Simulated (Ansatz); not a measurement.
A nudged elastic band was laid between two geometries of F$_{2}$H$_{3}$NSi (7 atoms, charge 0, multiplicity 1).

These are results of RKS r2SCANh/6-31G* (Ansatz 0.2.0), not measurements.

- movable images: 7
- climbing image: yes
- spring: 5.0 eV/Å²
- optimiser: quadratic models (default)
- start path: through a guess of the saddle point
- force threshold: 0.05 eV/Å
- iteration limit: 60
- end points: relaxed

Image 0:

```xyz
7
Properties=species:S:1:pos:R:3
Si -0.135 -1.341 -0.467
F 0.930 -0.692 -1.537
F -1.512 -0.631 -1.017
H -0.504 0.538 1.415
N 0.148 0.427 0.642
H -0.023 1.171 -0.033
H 1.097 0.528 0.997
```

Image 8:

```xyz
7
Properties=species:S:1:pos:R:3
Si -0.230 -0.586 -0.133
F 0.738 -1.330 -1.168
F -1.619 -0.487 -0.914
H -0.348 -1.409 1.081
N 0.282 0.965 0.311
H 0.374 1.731 -0.339
H 0.802 1.115 1.163
```

Problem. What changes between the two ends?

Solution. Bonds broken: H4–N5. Bonds formed: Si1–H4.

Problem. Give the energies along the band, and the barrier.

Solution. It converged. The highest image is number 4 of 0 to 8, 42.1 kcal/mol above the first end and 75.4 kcal/mol above the last; the last end lies 33.3 kcal/mol below the first. Neighbouring images differ by up to 2.0 eV, so the band resolves the path poorly. A vibrational analysis at the climbing image gives one clearly imaginary mode, 1476i cm⁻¹: a first-order saddle point. The orbitals stay closed-shell, which can raise the energy where a bond breaks towards radicals; this wasn't checked here.

```
image  path coordinate (Å)  energy (kcal/mol)  H4–N5 (Å)  Si1–H4 (Å)
    0                 0.00                0.0       1.02        2.68
    1                 0.55                0.2       1.02        2.72
    2                 1.10                0.9       1.02        2.62
    3                 1.64               11.4       1.04        2.11
    4                 2.19               42.1       1.42        1.63
    5                 2.84               -3.6       2.08        1.48
    6                 3.48              -31.5       2.64        1.47
    7                 4.13              -33.0       2.63        1.47
    8                 4.78              -33.3       2.57        1.47
```

Problem. What is the geometry of the highest image?

Solution. 
```xyz
7
Properties=species:S:1:pos:R:3
Si -0.267 -0.935 -0.324
F 0.974 -1.258 -1.300
F -1.461 -0.421 -1.278
H -0.256 -0.451 1.234
N 0.203 0.672 0.502
H -0.367 1.515 0.441
H 1.174 0.879 0.725
```

The run took 86 s on 2 threads of Intel(R) Xeon(R) Platinum 8559C (Emerald Rapids), on a shared host, peak memory 0.16 GiB.
